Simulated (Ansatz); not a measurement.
Gas-phase electronic energies from Ansatz, PBE0-D4/def2-TZVP geometries. CCSD(T)/CBS adds triple-zeta CCSD(T) − MP2 to the extrapolated MP2 energy (def2 sets, frozen cores). Functionals use def2-TZVPP. B3LYP here is the variant with VWN-RPA as its local correlation; programs differ in this. def2 core potentials past Kr. For Sn outer-core shells are correlated without core-valence functions, which leaves a few kJ/mol of doubt a bond. One conformer a species, not always the lowest.

`CO[SiH2][SnH3]` + `O[SiH2]S` → `CO[SiH2]S[SiH2]O` + `[SnH4]`  (cleavage of the Si–Sn bond)

`CO[SiH2][SnH3]`:

Z-matrix (Å, degrees):
```
C
O 1 1.408
H 1 1.096 2 111.5
H 1 1.097 2 111.6 3 121.4
H 1 1.091 2 108.2 3 -119.3
Si 2 1.646 1 122.8 3 -59.9
Sn 6 2.576 2 112.1 1 -60.8
H 6 1.483 2 106.0 1 178.5
H 6 1.493 2 110.5 1 60.3
H 7 1.711 6 111.9 2 61.4
H 7 1.709 6 110.2 2 -179.2
H 7 1.709 6 111.8 2 -59.2
```

`O[SiH2]S`:

```xyz
7

O     0.575    1.114   -0.829
Si   -0.385    0.303    0.228
S     0.311   -1.664    0.670
H     1.513    1.149   -0.632
H    -0.434    0.947    1.564
H    -1.713    0.278   -0.421
H     0.134   -2.125   -0.580
```

`CO[SiH2]S[SiH2]O`:

```xyz
14

C    -1.833   -0.446    0.966
O    -0.694    0.396    1.045
Si    0.828   -0.221    1.215
S     1.413   -1.308   -0.517
Si    1.243    0.361   -1.862
O    -0.249    1.032   -1.815
H    -1.885   -1.119    1.828
H    -2.720    0.188    0.963
H    -1.816   -1.043    0.050
H     0.885   -1.175    2.351
H     1.681    0.970    1.421
H     1.466   -0.163   -3.226
H     2.287    1.350   -1.488
H    -0.605    1.177   -0.930
```

`[SnH4]`:

Z-matrix (Å, degrees):
```
Sn
H 1 1.704
H 1 1.704 2 109.5
H 1 1.704 2 109.5 3 -120.0
H 1 1.704 2 109.5 3 120.0
```

| level | ΔE (kJ/mol) | difference from CCSD(T)/CBS |
| --- | --- | --- |
| PBE-D4 | -59.3 | 1.5 |
| r2SCAN-D4 | -66.2 | -5.4 |
| B2PLYP | -59.8 | 1.0 |
| PBE | -51.9 | 8.9 |
| B3LYP | -51.3 | 9.5 |
| MP2/def2-TZVPP | -70.5 | -9.7 |
| MP2/def2-QZVPP | -67.7 | -6.9 |
| SCS-MP2/def2-QZVPP | -64.1 | -3.3 |
| MP2/CBS(def2) | -66.1 | -5.3 |
| CCSD/CBS(def2) | -57.4 | 3.4 |
| CCSD(T)/CBS | -60.8 | 0 |

Largest T1 diagnostic among the species: 0.013.

The D4 term adds −11.7 kJ/mol with B3LYP and −6.4 kJ/mol with PBE0; it sums over pairs of atoms, weighted by their polarisabilities, and B3LYP, whose exchange is more repulsive, gets the larger term. In def2-TZVPP, CCSD(T) changes the Hartree–Fock value by −8.5 kJ/mol (the triples alone add −3.4 kJ/mol) and MP2 by −13.8 kJ/mol.
